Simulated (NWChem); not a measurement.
# CClF

```xyz
3

F      0.2527    -1.4738     0.0000
C     -0.6854    -0.5857     0.0000
Cl     0.1081     0.9870     0.0000
```
Charge 0, spin multiplicity 1.

Program: NWChem. The geometry was optimised at B3LYP/def2-SVP, a minimum by its harmonic frequencies.

Symmetry labels belong to the abelian group Cs used in the runs, with the axes of the coordinates shown.

The structure started from a generated list of species.

### Question
List the lowest 6 singlet excitations that TD-PBE/aug-cc-pVDZ gives, with oscillator strengths.

### Answer
| state | symmetry | energy (eV) | wavelength (nm) | f |
|---|---|---|---|---|
| 1 | a" | 3.38 | 367 | 0.006 |
| 2 | a" | 4.61 | 269 | 0.001 |
| 3 | a' | 5.83 | 213 | 0.008 |
| 4 | a' | 7.02 | 177 | 0.313 |
| 5 | a' | 7.10 | 175 | 0.020 |
| 6 | a' | 7.59 | 163 | 0.020 |
